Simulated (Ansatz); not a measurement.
System: InI, net charge 1, doublet state. 
Geometry from a B3LYP-D3(BJ)/def2-TZVP (Ansatz, a program for electronic structure) optimisation:
```xyz
2

In     0.0000     0.0000    -1.7553
I      0.0000     0.0000     1.6229
```
Charge +1, spin multiplicity 2.

Basis-set convergence of Hartree-Fock and CCSD(T) correlation energies (hartree) with Ansatz. Correlated levels leave the core frozen unless marked. Open shells are spin-unrestricted. Spin-orbit coupling is left out. Frozen are the shells of the preceding noble gas and the d and f shells that filled before the atom's block. Past Kr the def2 sets carry scalar-relativistic core potentials.

```csv
basis,functions,E(HF),"E(corr, CCSD(T))"
def2-SVP,52,-485.67143,-0.12760
def2-TZVPP,100,-485.68474,-0.17354
def2-QZVPP,164,-485.68674,-0.19275
```

Extrapolating the two largest sets (X = 3 and 4) as X^-3: E(corr) = (64·(-0.19275) - 27·(-0.17354))/37 = -0.2068 Eh, an estimate of the basis-set limit. The largest set recovers 93.2 % of it, the smallest 61.7 %.
